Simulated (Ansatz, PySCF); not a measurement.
Species: SiCl, charge 0, doublet. SiCl (SMILES Cl[Si], doublet).
B3LYP-D3(BJ)/def2-TZVP minimum from Ansatz (a first-principles code):
```xyz
2

Si     0.0000     0.0000    -1.1428
Cl     0.0000     0.0000     0.9411
```
Charge 0, spin multiplicity 2.

Property: enthalpy of formation at 298 K (by atomisation, with ideal-gas terms from PySCF's Hessian at B3LYP-D3(BJ)/def2-TZVP and the atoms' measured values of the G2/97 table; no spin-orbit terms), in kcal/mol. UHF or UKS for unpaired electrons; spin-orbit terms are left out. Correlated methods leave the cores frozen. Rows without X2C or -DK are non-relativistic. CBS(X,Y): correlation extrapolated as X^-3, Hartree-Fock from the larger set (Q,5: extrapolated as (X+1)exp(-9√X)). A bracket is a step between two methods taken in the basis named. '+ core + X2C': CCSD(T) terms for core correlation (cc-pwCVTZ, 1s frozen past Ne) and scalar relativity (cc-pVTZ-DK).

```csv
level,program,enthalpy of formation at 298 K (kcal/mol),difference against the last row
HF/cc-pV(T+d)Z,Ansatz,65.4,32.1
MP2/cc-pV(Q+d)Z,Ansatz,32.7,-0.6
"CCSD/CBS(cc-pV(T+d)Z,cc-pV(Q+d)Z)",Ansatz,37.4,4.1
"CCSD(T)/CBS(cc-pV(Q+d)Z,cc-pV(5+d)Z) + core + X2C",Ansatz,33.4,0.1
CCSDT(Q)/cc-pV(D+d)Z,Ansatz,48.1,14.8
CCSDT(Q)/cc-pV(T+d)Z,Ansatz,39.6,6.3
CCSDT(Q)/cc-pV(Q+d)Z,Ansatz,36.1,2.8
CCSDTQ/cc-pV(D+d)Z,Ansatz,48.1,14.8
"CCSD(T)/CBS(cc-pV(Q+d)Z,cc-pV(5+d)Z) + [CCSDT(Q) - CCSD(T)]/cc-pV(Q+d)Z + [CCSDTQ - CCSDT(Q)]/cc-pV(D+d)Z + core + X2C",Ansatz,33.3,0.0
```
